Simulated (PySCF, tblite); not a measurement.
Compound: C₇H₁₂OSi.
SMILES with atom numbers: `[CH2:1]=[C:2]([CH3:3])[C@@:4]1([C:5]([CH3:6])=[O:7])[CH2:8][SiH2:9]1` (hydrogens: H10, H11 on C1; H12, H13, H14 on C3; H15, H16, H17 on C6; H18, H19 on C8; H20, H21 on Si9)

Geometry (GFN2-xTB, Å), atoms numbered from 1 in this order:
```
atom  x, y, z in Å
C1    -1.048   -0.056    1.867
C2    -0.935   -0.023    0.547
C3    -2.062   -0.423   -0.361
C4     0.315    0.396   -0.134
C5     1.313   -0.622   -0.457
C6     1.168   -1.964    0.223
O7     2.250   -0.377   -1.201
C8     0.242    1.546   -1.155
Si9    1.274    2.022    0.325
H10   -0.239    0.248    2.511
H11   -1.949   -0.389    2.354
H12   -1.692   -1.035   -1.182
H13   -2.823   -0.977    0.184
H14   -2.530    0.460   -0.795
H15    1.142   -1.830    1.302
H16    2.005   -2.603   -0.048
H17    0.236   -2.438   -0.079
H18    0.728    1.333   -2.098
H19   -0.741    1.978   -1.282
H20    2.717    1.942    0.292
H21    0.620    2.829    1.341
```

Jobs on this species (21 atoms, 76 electrons) with PySCF (density fitting) and tblite. Hardware of each: one thread of an Arm Neoverse N1, on a shared host. The host was shared with other jobs, so the times are rough.

```
level and settings                                                             work  basis functions  SCF cycles  wall time
          GFN2-xTB                                                L-BFGS relaxation                –           –          ?
          GFN2-xTB                                    Hessian by finite differences                –           –      1.7 s
     PBE0/pcSseg-1  shieldings, ring-centre shieldings, charges and field gradients              220          15       90 s
```

Question: Fill in the missing figures.

Answer: 
- GFN2-xTB; L-BFGS relaxation: 3.0 s

Question: What do all jobs in the table cost together?

Answer: About 95 s; the longest takes about 95 % of that, and about 53 times as long as the shortest.
